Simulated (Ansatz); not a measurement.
Consider the redistribution: `BN(C)BC` + `C[CH2][ZnH]` → `C[BH][ZnH]` + `BN(C)CC`.

Calculated with Ansatz (gas phase, PBE0-D4/def2-TZVP geometries, no zero-point term in ΔE). CBS: MP2 limit from def2 TZ/QZ plus the TZ coupled-cluster correction, frozen cores. DFT in def2-TZVPP. B3LYP here is the variant with VWN-RPA as its local correlation; programs differ in this. For Zn outer-core shells are correlated without core-valence functions, which leaves a few kJ/mol of doubt a bond. Scalar relativity is left out up to krypton. One conformer a species, not always the lowest.

CCSD(T)/CBS gives +1.61 eV.

Q: Another level gave +1.59 eV. Which?
A. PBE/def2-TZVPP
B. SCS-MP2/def2-TZVPP
C. MP2/def2-TZVPP
D. B3LYP-D4/def2-TZVPP

A: D. B3LYP-D4 1.59, SCS-MP2/def2-TZVPP 1.67, PBE 1.51, MP2/def2-TZVPP 1.71 eV.

Largest T1 diagnostic among the species: 0.014.

From PBE to PBE0 (25 % exact exchange), in def2-TZVPP and without D4, ΔE moves by +0.04 eV.
